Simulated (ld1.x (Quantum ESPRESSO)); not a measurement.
# Os (Z = 76), PAW: configuration errors across variants

* Element: Os (Z = 76)
* Generator: ld1.x (Quantum ESPRESSO) 7.5
* Type: PAW
* Functional: LDA (PZ)
* Relativity: fully relativistic
* Frozen core: [Xe]
* Valence charge: 22
* Reference configuration: 4f13 5d7 6s2 6p0
* Partial waves: 6s (bound): rcut 1.85, rcutus 2.45 bohr; 6s channel at -0.1 Ry: rcut 1.85, rcutus 2.45 bohr; 6p (bound, empty): rcut 2.00, rcutus 2.55 bohr; 6p channel at 4.4 Ry: rcut 2.00, rcutus 2.55 bohr; 5d (bound): rcut 1.85, rcutus 2.05 bohr; 5d channel at 0.1 Ry: rcut 1.85, rcutus 2.05 bohr; 4f (bound): rcut 0.40, rcutus 0.45 bohr; 4f channel at -3.55 Ry: rcut 0.40, rcutus 0.45 bohr
* Local potential: all-electron potential smoothed inside 2.20 bohr (lloc = -2)
* Core correction: a·sin(br)/r model core, default radius (core density twice the valence density)
* Augmentation charge: PSQ, inside the norm-conserving radii

Open shells are filled in proportion to 2j + 1 (rel_dist='average').

All-electron excitation energies from the reference (eV): (1) 4f14 5d6 6s2 6p0 -50.110; (2) 4f14 5d6 6s1 6p0 -40.241; (3) 4f14 5d6 6s0 6p0 -22.956; (4) 4f14 5d6 6s0 6p1 -34.066; (5) 4f14 5d5 6s2 6p0 -38.796; (6) 4f13 5d7 6s1 6p0 10.022.

Tests that are not counted but printed errors over 1 eV. “base”: 4f14 5d6.5 6s1.5 6p0 (solver errors, printed error -1.5 eV). “all radii but the core radius scaled by about 0.96 (s 2.34, p 2.44, d 1.96, f 0.44 bohr, rcut 1.76/1.92/1.76/0.38); local potential all-electron potential smoothed inside 2.10 bohr (lloc = -2)”: 4f14 5d6 6s0 6p0 (solver errors, printed error -1.3 eV); 4f14 5d6 6s0 6p1 (solver errors, printed error -2.5 eV).

4 further variants failed, have other tests or too few solved ones, and are left out.

Errors AE − PS in meV (a dash: test not solved or not reliable):

```tsv
change	(1)	(2)	(3)	(4)	(5)	(6)	bound ghosts
base	-1410	-1443	-1451	-1455	-1168	-0.8	not determined
all radii but the core radius scaled by about 0.96 (s 2.34, p 2.44, d 1.96, f 0.44 bohr, rcut 1.76/1.92/1.76/0.38); local potential all-electron potential smoothed inside 2.10 bohr (lloc = -2)	-1300	-1320	–	–	-1104	-0.6	not determined
all radii but the core radius scaled by about 1.05 (s 2.56, p 2.66, d 2.14, f 0.48 bohr, rcut 1.94/2.08/1.94/0.42); local potential all-electron potential smoothed inside 2.30 bohr (lloc = -2)	–	–	–	–	–	–	not determined
```

(1) Give the same row for: all radii but the core radius scaled by about 1.17 (s 2.88, p 2.98, d 2.40, f 0.52 bohr, rcut 2.16/2.34/2.16/0.46); local potential all-electron potential smoothed inside 2.58 bohr (lloc = -2).

Results:

(1) -1487, -1599, -1631, -1607, -268, –; bound ghosts: not determined.
